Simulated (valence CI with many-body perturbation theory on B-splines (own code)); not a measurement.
The numbers below are computed, except where a source is named.
## Fe5+: input, log and results

Method: relativistic CI+MBPT: three valence electrons over a frozen Dirac-Fock core [Ar], a basis of 9 s, 9 p, 10 d, 8 f, 5 g, 3 h, 1 i functions for each j, with the one-electron correlation potential Σ1 (screened to all orders), the two-electron term Σ2, the three-electron term Σ3, Breit, model QED; selected single and double excitations, second order for the rest, scaled by the run's own slope (own B-spline code, finite nucleus).

Command, and the settings that its task file holds:

```sh
python run_cv.py task.json out
```

```
atom Fe  Z=26  mass_number=56  rms_radius_fm=3.7377
core [Ar]
valence 3d3
avg = 1
basis = L
breit = 1
cap = 40000
capref = 1200
cscale = 1
de = 0.0
dress = 0
eps = 2e-08
extrap = 1
h = 0.27
hh = 1
l2 = 3
lcore = 6
maxit = 60
n2 = 5
natural = 1
nlev = 60
nno = [6, 6, 7, 6, 4, 3, 1]
nroot = 26
nsp = [3, 3, 3, 2, 1, 0, 0]
pt2 = 1
qed = 1
rpa = 1
s1 = 1
s2 = 1
s3 = 1
screen = 1
tol = 2e-05
whole = 1
```

It took 120 s on 1 thread of Intel(R) Xeon(R) Processor @ 2.30GHz, with other jobs on the host.

Log. The first blocks belong to the next ion, which gives the ionisation energy. Fields: 2J, parity (1 odd), roots, reference size, generating configurations, candidates as configurations/state functions, variational space P, stored matrix elements, Davidson steps; e2 is the range of second-order energies in hartree. The first line gives the box (bohr), its intervals, the orbitals and the steps of their self-consistent field. Window is the range of levels sought, series limit the energy at which the first omitted orbital would enter, core excitation an estimate of the first excitation out of the core, left out the lowest levels not solved, and shifts from estimates the range by which levels moved from their first estimate, all in cm⁻¹.

```
rmax 14.5 intervals 64 orbitals 81 references ['3d3', '3d2 4s', '3d2 4p'] scf 6 t 1.4
2J=4 par=0 roots 2 ref 48 generators 4 cand 882/882 P 930/930 nnz 0 it 0
2J=4 par=0 roots 2 ref 48 generators 15 cand 127/127 P 1057/1057 nnz 0 it 0
   second order: generators 25 cand 127/127 e2 -0.00000 -0.00000
2J=6 par=0 roots 2 ref 38 generators 8 cand 787/787 P 825/825 nnz 0 it 0
2J=6 par=0 roots 2 ref 38 generators 22 cand 160/160 P 985/985 nnz 0 it 0
   second order: generators 24 cand 198/198 e2 -0.00000 -0.00000
2J=8 par=0 roots 2 ref 30 generators 5 cand 799/799 P 829/829 nnz 0 it 0
2J=8 par=0 roots 2 ref 30 generators 13 cand 132/132 P 961/961 nnz 0 it 0
   second order: generators 17 cand 142/142 e2 -0.00000 -0.00000
reference levels 639, estimated 114, window 330636 1/cm; series limit 638790, core excitation 413295
2J=3 par=0 roots 10 ref 63 generators 14 cand 2306/5446 P 3300/8000 nnz 1.1e+07 it 7
2J=3 par=0 roots 10 ref 63 generators 41 cand 1765/4212 P 5065/12212 nnz 2e+07 it 9
   second order: generators 107 cand 23970/56803 e2 -0.00009 -0.00001
2J=5 par=0 roots 10 ref 71 generators 18 cand 2008/5443 P 2855/7990 nnz 1.1e+07 it 9
2J=5 par=0 roots 10 ref 71 generators 42 cand 2169/6110 P 5024/14100 nnz 2.7e+07 it 7
   second order: generators 96 cand 24712/69150 e2 -0.00010 -0.00001
2J=7 par=0 roots 7 ref 59 generators 14 cand 1896/5473 P 2775/7998 nnz 1.1e+07 it 8
2J=7 par=0 roots 7 ref 59 generators 36 cand 2003/5852 P 4778/13850 nnz 2.7e+07 it 8
   second order: generators 81 cand 24682/74444 e2 -0.00006 -0.00001
2J=9 par=0 roots 6 ref 45 generators 12 cand 1991/5478 P 2999/7996 nnz 1.1e+07 it 8
2J=9 par=0 roots 6 ref 45 generators 36 cand 1504/4137 P 4503/12133 nnz 2.1e+07 it 8
   second order: generators 75 cand 20683/61259 e2 -0.00005 -0.00001
2J=1 par=0 roots 6 ref 37 generators 11 cand 1821/2948 P 3398/5470 nnz 4.5e+06 it 7
2J=1 par=0 roots 6 ref 37 generators 33 cand 1236/1984 P 4634/7454 nnz 6.9e+06 it 9
   second order: generators 99 cand 19136/30473 e2 -0.00009 -0.00002
2J=11 par=0 roots 2 ref 24 generators 6 cand 1261/3617 P 2326/6141 nnz 6.9e+06 it 4
2J=11 par=0 roots 2 ref 24 generators 21 cand 819/2383 P 3145/8524 nnz 1.2e+07 it 4
   second order: generators 31 cand 12673/37671 e2 -0.00003 -0.00003
2J=5 par=1 roots 6 ref 72 generators 11 cand 1932/5444 P 2857/7998 nnz 1.1e+07 it 14
...
2J=9 par=1 roots 3 ref 42 generators 15 cand 1034/2814 P 3726/9954 nnz 1.6e+07 it 5
   second order: generators 40 cand 22138/66870 e2 -0.00005 -0.00003
2J=11 par=1 roots 2 ref 24 generators 3 cand 1133/2899 P 2611/5864 nnz 5.8e+06 it 5
2J=11 par=1 roots 2 ref 24 generators 13 cand 935/2364 P 3546/8228 nnz 1.1e+07 it 6
   second order: generators 34 cand 19614/57686 e2 -0.00004 -0.00002
2J=1 par=1 roots 2 ref 39 generators 7 cand 885/1462 P 2470/4001 nnz 2.6e+06 it 4
2J=1 par=1 roots 2 ref 39 generators 19 cand 975/1604 P 3445/5605 nnz 4.4e+06 it 5
   second order: generators 49 cand 18258/28477 e2 -0.00003 -0.00002
left out: unestimated 472968, estimated 357717, shifts from estimates -35 to 82
operators 1.7
```

The Davidson iterations converged.

Set against measurement, 33 paired levels are off by 487 cm⁻¹ on average, the worst by 1013. These come from a selection out of Corliss and Sugar, J. Phys. Chem. Ref. Data 11, 135 (1982). Levels without a partner in it may be off by more, other configurations by 1,000 to 8,000 cm⁻¹. The list stops below the first excitations out of the core.

```
Valence energy                            : -13.78102 hartree
Ionisation energy                         : 98.757 eV (NIST: 98.985 ± 0.015 eV (measured))
Reference configurations for the orbitals : 3d3, 3d2 4s, 3d2 4p
Radial orbitals                           : 81
Box radius                                : 14.52 bohr
Largest variational space                 : 14100
Lowest levels                             : 3d3 4F_3/2 0.0000, 3d3 4F_5/2 0.0630, 3d3 4F_7/2 0.1464, 3d3 4F_9/2 0.2468, 3d3 4P_1/2 2.392, 3d3 4P_3/2 2.417, 3d3 4P_5/2 2.500, 3d3 2G_7/2 2.521, 3d3 2G_9/2 2.606, 3d3 2P_3/2 3.315, 3d3 2P_1/2 3.345, 3d3 2H_9/2 3.465, 3d3 2H_11/2 3.523, 3d3 2D_5/2 [a] 3.599 eV
```

Names give the largest LS component (configuration and term), which can be under half, so a name can repeat, a term be missing and a line seem to break the LS rules; names also repeat where a configuration has a term twice. Letters in brackets count levels of one name in rising energy.
